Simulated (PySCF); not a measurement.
Correlation energy of O (oxygen, neutral)

[He] 2s2 2p4, high-spin 3P determinant. Calculation: PySCF 2.14, in jorge-DZP-DKH (4s2p1d, 15 functions); the spin-free X2C one-electron Hamiltonian (Gaussian nucleus). Frozen: 1s2; 6 electrons correlated.

MP2 pair energies summed by pair of shells (mhartree):

| pair | energy | share (%) |
| --- | --- | --- |
| 2p-2p | -45.55 | 46.4 |
| 2s-2p | -44.38 | 45.2 |
| 2s-2s | -8.23 | 8.4 |

Total MP2 correlation energy: -98.16 mhartree.

Same-spin part -24.42 and opposite-spin part -73.73 mhartree; SCS-MP2 scales them by 1/3 and 6/5 to -96.62 mhartree.

```
  level  correlation energy (mhartree)
   CCSD                        -112.88
    (T)                          -1.14
CCSD(T)                        -114.02
```

Diagnostics: T1 = 0.0055, D1 = 0.0095, largest double amplitude 0.057.

Cost of the coupled-cluster step: 0.12 s of wall time on 1 thread of Intel(R) Xeon(R) Platinum 8375C CPU @ 2.90GHz (shared host), for 6 correlated electrons.

Iterations:

```
CC2 = 0
CCSD nocc = (np.int64(4), np.int64(2)), nmo = (14, 14)
frozen orbitals [[0], [0]]
max_cycle = 100
direct = 0
conv_tol = 1e-08
conv_tol_normt = 1e-06
diis_space = 8
diis_start_cycle = 0
Init t2, MP2 energy = -0.0981556546098012
Init E_corr(UCCSD) = -0.0981556546103297
cycle = 1  E_corr(UCCSD) = -0.109776207309108  dE = -0.0116205527  norm(t1,t2) = 0.0259923
cycle = 2  E_corr(UCCSD) = -0.111962397804097  dE = -0.00218619049  norm(t1,t2) = 0.00814742
cycle = 3  E_corr(UCCSD) = -0.112900912641486  dE = -0.000938514837  norm(t1,t2) = 0.00370661
cycle = 4  E_corr(UCCSD) = -0.112868844667644  dE = 3.20679738e-05  norm(t1,t2) = 0.00115884
cycle = 5  E_corr(UCCSD) = -0.112885039944557  dE = -1.61952769e-05  norm(t1,t2) = 0.000217681
cycle = 6  E_corr(UCCSD) = -0.112884702434995  dE = 3.37509563e-07  norm(t1,t2) = 3.43312e-05
cycle = 7  E_corr(UCCSD) = -0.112884956378533  dE = -2.53943538e-07  norm(t1,t2) = 6.86013e-06
cycle = 8  E_corr(UCCSD) = -0.112884908897894  dE = 4.74806391e-08  norm(t1,t2) = 1.6549e-06
cycle = 9  E_corr(UCCSD) = -0.112884907261764  dE = 1.63612973e-09  norm(t1,t2) = 3.74592e-07
UCCSD converged
E(UCCSD) = -74.97005048747489  E_corr = -0.1128849072617644
UCCSD(T) correction = -0.00114241798729849
```
